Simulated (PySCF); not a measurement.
Compound: C₇H₈N (doublet state).
Cartesian coordinates in Å at the PBE0-D3(BJ)/def2-SVP level; atoms count from 1:
```xyz
16
C7H8N angstrom
C      2.407   -0.071    0.596
C      1.585    0.237   -0.610
C      0.108    0.093   -0.313
C     -0.543   -1.139   -0.427
C     -1.893   -1.228   -0.096
N     -2.618   -0.198    0.334
C     -2.001    0.976    0.445
C     -0.656    1.172    0.139
H      2.559    0.690    1.366
H      2.643   -1.106    0.852
H      1.781    1.266   -0.953
H      1.851   -0.441   -1.438
H     -0.004   -2.024   -0.777
H     -2.416   -2.188   -0.186
H     -2.610    1.817    0.797
H     -0.208    2.164    0.249
```

The hyperfine couplings belong to this conformer and change with its torsions.

As a line formula: `[CH2]Cc1ccncc1` [radical].

Level of theory: PySCF, UKS B3LYP, IGLO-III on C N, pcH-1 on H, non-relativistic, mean-field spin-orbit, GIAO. Isolated species at its PBE0-D3(BJ)/def2-SVP geometry (one conformer only). No stability test was run, so a lower SCF solution isn't excluded.

The isotropic 13C couplings, averaged over equivalent nuclei, are +102.8, +76.4, -27.8, -0.6 MHz. Assign them to C1; C2; C3; C4/C8.

```csv
site,a_iso (MHz),ρ(0) (bohr⁻³),position,distance from C1 (Å),spin population,largest |T| (MHz)
C1,+102.8,+0.0914,largest spin population,0.00,+1.10,157.2
C2,-27.8,-0.0247,1 bond from C1,1.49,-0.08,2.6
C3,+76.4,+0.0680,2 bonds from C1,2.48,+0.01,11.4
C4/C8,-0.6,-0.0005,3 bonds from C1,3.32,+0.02,2.2
```

ρ(0) is the spin density at the nucleus and T the dipolar tensor; entries for several nuclei are means. Largest spin populations (Mulliken): C1 (+1.10) and C2 (-0.08). No atom but C1 exceeds +0.15. The positive populations add up to 1.19 and the negative ones to -0.19, together 2S = 1. The angles at C1 add up to 358.1°, so it is nearly planar; its axial dipolar tensor and the negative couplings of its protons fit spin in a p orbital normal to that plane.

The spin density at the nucleus, in bohr⁻³, is negative for C2 (-0.0247) and H9/H10 (-0.0135), for instance. A restricted open-shell determinant has no negative spin density anywhere; here it arises because α and β orbitals differ (spin polarisation).

Means are taken over nuclei equivalent by connectivity, which assumes that they swap fast.

The run took 2.0 min on an Arm Neoverse V1 with one thread (shared host).
